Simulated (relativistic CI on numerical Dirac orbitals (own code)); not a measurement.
A reference radial Dirac CI calculation of Zn9+ gave the lowest total energy -1763.33721 Ha in 30 SCF steps, from this input:

```
atom Zn  Z=30  charge=9  electrons=21
nucleus A=64  rms_radius_fm=3.9283
hamiltonian dirac-coulomb  breit=on  qed=on  c_scale=1
orbitals kli  potential=per-configuration
slater_scale 1
correlation none
mixing on
grid step=0.0125 r_max=10.3
scf mixing=0.4 start=green max_iterations=150 tolerance=2e-08 node_fill=0.05
configurations
  [Ar] 3d3
  [Ne] 3s2 3p5 3d4
  [Ne] 3s 3p6 3d4
end
```

One setting was then changed, and the output read:

```
SCF 1: [Ar] 3d3
 iter      energy (Ha)   residual   last orbital (Ha)
    1     -1742.647173   2.98e+00    -15.92398
    2     -1759.150319   1.49e+00    -11.79436
    3     -1764.369198   9.04e-02     -8.60005
    4     -1764.402628   5.28e-02     -8.80305
    5     -1764.407985   5.91e-03     -8.69568
    6     -1764.408024   1.10e-03     -8.68112
    7     -1764.408012   4.93e-05     -8.67743
    8     -1764.408014   1.27e-06     -8.67759
    9     -1764.408014   6.21e-07     -8.67759
   10     -1764.408014   2.10e-09     -8.67759
SCF 2: [Ne] 3s2 3p5 3d4
 iter      energy (Ha)   residual   last orbital (Ha)
    1     -1738.933172   3.01e+00    -15.92398
    2     -1756.123327   1.50e+00    -11.72961
    3     -1761.438674   9.68e-02     -8.53260
    4     -1761.479656   5.60e-02     -8.75109
    5     -1761.485549   7.31e-03     -8.64019
    6     -1761.485631   6.22e-04     -8.62058
    7     -1761.485623   1.36e-04     -8.61805
    8     -1761.485627   5.04e-06     -8.61844
    9     -1761.485627   5.76e-07     -8.61845
   10     -1761.485627   2.90e-09     -8.61845
SCF 3: [Ne] 3s 3p6 3d4
 iter      energy (Ha)   residual   last orbital (Ha)
    1     -1736.403811   3.02e+00    -15.92398
    2     -1754.017905   1.50e+00    -11.72429
    3     -1759.387287   9.73e-02     -8.55764
    4     -1759.432465   5.53e-02     -8.77336
    5     -1759.437813   6.50e-03     -8.66342
    6     -1759.437829   1.45e-03     -8.64831
    7     -1759.437805   4.48e-05     -8.64360
    8     -1759.437807   1.13e-06     -8.64374
    9     -1759.437807   1.07e-06     -8.64375
   10     -1759.437807   3.23e-09     -8.64375
orbital energies (Ha): 2s -52.1275  2p1/2 -47.0516  2p3/2 -46.1750  3s -13.2407  3p1/2 -11.5811  3p3/2 -11.4421  3d3/2 -8.7006  3d5/2 -8.6776
configuration averages (Ha): Dirac-Coulomb, Breit, QED
  3s2 3p6 3d3                  -1764.408014    0.000000    0.512692
  3s2 3p5 3d4                  -1761.485627    0.000000    0.512630
  3s 3p6 3d4                   -1759.437807    0.000000    0.508510
levels: no., configuration, term, J, E (cm-1), weight
   1 3s2 3p6 3d3            4F   3/2              0.0  0.99
   2 3s2 3p6 3d3            4F   5/2           1749.5  1.00
   3 3s2 3p6 3d3            4F   7/2           4006.9  1.00
   4 3s2 3p6 3d3            4F   9/2           6632.0  0.99
   5 3s2 3p6 3d3            4P   1/2          31022.9  0.97
   6 3s2 3p6 3d3            4P   3/2          31321.5  0.92
   7 3s2 3p6 3d3            4P   5/2          33836.8  0.99
   8 3s2 3p6 3d3            2G   7/2          33958.4  0.99
   9 3s2 3p6 3d3            2G   9/2          35881.2  0.91
  10 3s2 3p6 3d3            2D   3/2          43450.3  0.52
  11 3s2 3p6 3d3            2P   1/2          44842.3  0.97
  12 3s2 3p6 3d3            2H   9/2          46936.9  0.92
  13 3s2 3p6 3d3            2H   11/2         48132.9  1.00
  14 3s2 3p6 3d3            2D   5/2          49264.7  0.99
lowest total energy -1764.100696 Ha
end: converged
```

Q: Which setting was changed?
A. SCF mixing
B. charge
C. end of the grid
D. Breit term

A: D. The Breit term off.
